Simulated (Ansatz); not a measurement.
Two isomers of C2H10Al2Si: A = `C[CH]([AlH2])[AlH][SiH3]`, B = `C[CH]([SiH3])[AlH][AlH2]`.

Computed with Ansatz on PBE0-D4/def2-TZVP structures; ΔE is electronic, products minus reactants. CBS: MP2 limit from def2 TZ/QZ plus the TZ coupled-cluster correction, frozen cores. DFT in def2-TZVPP. B3LYP here is the variant with VWN-RPA as its local correlation; programs differ in this. One conformer a species, not always the lowest.

A:

Z-matrix (Å, degrees):
```
C
C 1 1.538
H 1 1.094 2 112.6
H 1 1.095 2 113.1 3 -120.9
H 1 1.093 2 111.1 3 119.3
Al 2 1.944 1 115.3 3 -60.6
Al 2 1.950 1 114.0 3 168.0
H 2 1.107 1 112.3 3 55.4
H 6 1.589 2 120.0 1 158.4
H 6 1.591 2 119.6 1 -22.8
Si 7 2.460 2 118.4 1 7.8
H 7 1.593 2 119.3 1 -172.1
H 11 1.493 7 110.7 2 -63.2
H 11 1.493 7 110.8 2 54.7
H 11 1.490 7 113.9 2 175.9
```

B:

```xyz
15

C     0.7986    0.5964   -1.2521
C     0.8510   -0.4106   -0.0946
Si    0.1771   -2.0780   -0.6085
Al   -0.0853    0.1792    1.5348
Al   -1.6755    2.2275    1.4550
H     1.2191    1.5682   -0.9761
H    -0.2317    0.7760   -1.5776
H     1.3485    0.2478   -2.1328
H     1.8907   -0.6020    0.2095
H    -1.3024   -1.9991   -0.8000
H     0.7629   -2.5332   -1.9022
H     0.4448   -3.1094    0.4307
H     0.1873   -0.6651    2.8644
H    -1.1593    3.7099    1.7483
H    -3.2258    2.0924    1.1012
```

**Question.** Which isomer does CCSD(T)/CBS put lower? Give the gap. (An estimate is asked.)

**Answer.** Computed: A, by 2.7 kcal/mol.

**Question.** Give E(B) − E(A) in kcal/mol with ωB97M-V, CCSD(T)/def2-TZVPP, B2PLYP, HF/def2-TZVPP, B3LYP, PBE0-D4, r2SCAN-D4. (Estimate.)

**Answer.** Computed: ωB97M-V 3.8, CCSD(T)/def2-TZVPP 2.4, B2PLYP 3.1, HF/def2-TZVPP 0.5, B3LYP 3.4, PBE0-D4 2.7, r2SCAN-D4 4.0. None reverses the order clearly.

Largest T1 diagnostic: 0.012.

In def2-TZVPP, CCSD(T) changes the Hartree–Fock value by +1.9 kcal/mol (the triples alone add +0.4 kcal/mol) and MP2 by +2.4 kcal/mol.
